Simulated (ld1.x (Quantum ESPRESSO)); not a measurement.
# beryllium (Be), RRKJ: configuration errors across variants

```json
{
  "Element": "Be",
  "Generator": "ld1.x (Quantum ESPRESSO) 7.5",
  "Type": "norm-conserving RRKJ (Kleinman–Bylander form)",
  "Functional": "PW91",
  "Relativity": "scalar-relativistic",
  "Frozen core": "[He]",
  "Valence charge": "2",
  "Reference configuration": "2s1 2p0 (charge +1)",
  "Partial waves": "2p (bound, empty): rc 2.60 bohr; 3d channel at 0.25 Ry: rc 2.75 bohr; 2s (bound): rc 1.60 bohr",
  "Local potential": "the s channel",
  "Core correction": "none",
  "rho0": "0.02"
}
```

All-electron excitation energies from the reference (eV): (1) 2s2 2p0 -9.579; (2) 2s1.5 2p0 -5.804; (3) 2s1 2p1 -5.965; (4) 2s0 2p2 -2.320; (5) 2s0 2p1 3.916.

Errors AE − PS in meV (a dash: test not solved or not reliable):

```tsv
change	(1)	(2)	(3)	(4)	(5)	bound ghosts
base	+12	+4.7	+32	+52	+5.1	none
core correction a·sin(br)/r model core inside 1.14 bohr	+15	+5.8	+26	+34	-1.2	none
core correction a·sin(br)/r model core inside 1.32 bohr	+8.5	+3.2	+24	+37	+1.2	none
core correction a·sin(br)/r model core inside 1.64 bohr	+9.2	+3.6	+28	+49	+5.4	none
core correction a·sin(br)/r model core inside 1.86 bohr	+11	+4.2	+31	+51	+5.7	none
```

**Question.** Give the same row for: core correction a·sin(br)/r model core inside 0.88 bohr.

**Answer.** +7.6, +2.6, +18, +26, -2.7; bound ghosts: none.
